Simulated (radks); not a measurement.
Initial-state core-level shifts of the zinc ion Zn+ when its valence configuration changes from [Ar] 3d10 4s1. Method: scalar-relativistic Kohn-Sham, r2SCAN, spin-polarised, spherical densities, finite nucleus; open shells are filled with parallel spins first; meta-GGA in the generalised Kohn-Sham scheme; Fermi nuclear charge, rms radius 3.9283 fm; computed with a radial shooting solver on a logarithmic mesh with Libxc functionals. Shifts are changes of the shell-averaged eigenvalues in eV (positive: less bound); the change of the density at the nucleus, which sets a Mossbauer isomer shift, is in e/bohr^3, on a base of 2.531e+04.

valence	1s	2s	3s	3p	density at nucleus
3d9 4s2	-8.023	-8.858	-7.742	-7.536	+17.717
3d9 4s1 4p1	-9.475	-10.231	-9.204	-8.994	+4.954
3d9.5 4s1 4p0.5	-4.621	-4.968	-4.533	-4.434	+2.228
3d9.5 4s1.5	-3.898	-4.295	-3.795	-3.696	+8.335
3d8 4s2 4p1	-18.746	-20.523	-17.773	-17.326	+26.101
3d8.5 4s1.5 4p1	-14.012	-15.257	-13.439	-13.113	+14.889
3d10 4p1	-1.907	-1.785	-1.896	-1.900	-11.366
3d8 4s1 4p2	-19.829	-21.570	-18.871	-18.415	+11.419
3d10 4s0.5 4p0.5	-0.963	-0.906	-0.956	-0.958	-5.671
